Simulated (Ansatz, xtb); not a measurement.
## Two isomers of C5H3F3S

Structure a is `Fc1cscc1C(F)F`, a singlet and structure b is `FC(F)(F)c1cccs1`, a singlet. Both are isolated molecules in the gas phase, relaxed with B3LYP-D3(BJ)/def2-SVP, each in the lowest conformer that the search found.

Task: Estimate which is lower in electronic energy at CCSD(T)/def2-SVP + ΔMP2/def2-TZVPP, and by roughly how much.

Result: The CCSD(T)/def2-SVP + ΔMP2/def2-TZVPP calculation puts structure b lower, by 14.3 kcal/mol.

Level by level:

```csv
level,geometry,E(b) − E(a) (kcal/mol),departure from the last row (kcal/mol),"job, with rough time for the two"
B3LYP-D3(BJ)/def2-SVP,B3LYP-D3(BJ)/def2-SVP,−14.7,−0.3,"optimisation, 79 s"
HF/def2-SVP,B3LYP-D3(BJ)/def2-SVP,−15.8,−1.4,part of the CCSD(T) run
MP2/def2-SVP,B3LYP-D3(BJ)/def2-SVP,−17.8,−3.4,part of the CCSD(T) run
CCSD(T)/def2-SVP,B3LYP-D3(BJ)/def2-SVP,−16.8,−2.4,single point
CCSD(T)/def2-SVP + ΔMP2/def2-TZVPP,B3LYP-D3(BJ)/def2-SVP,−14.3,,"single point, 2.2 min"
```

As drawn, both hold the same kinds of bond in the same numbers.

The levels shown agree on the order. The largest departure from CCSD(T)/def2-SVP + ΔMP2/def2-TZVPP is that of MP2/def2-SVP, 3.4 kcal/mol. Levels run at GFN2-xTB geometries aren't shown. The last row adds to CCSD(T) the change of the MP2 difference between the two basis sets, here +2.4 kcal/mol.

With thermal terms from frequencies at re-optimised GFN2-xTB minima (ideal gas, soft modes damped towards free rotors, one conformer each, 298.15 K, 1 atm): on the last row, ΔE + ΔZPE = −14.5, ΔH = −14.6, ΔG = −14.3 kcal/mol.

The correlated steps freeze 13 core orbitals. Run with Ansatz 0.2.0, xtb 6.7.1; the last row on 4 threads of Arm Neoverse V1 on a shared host.
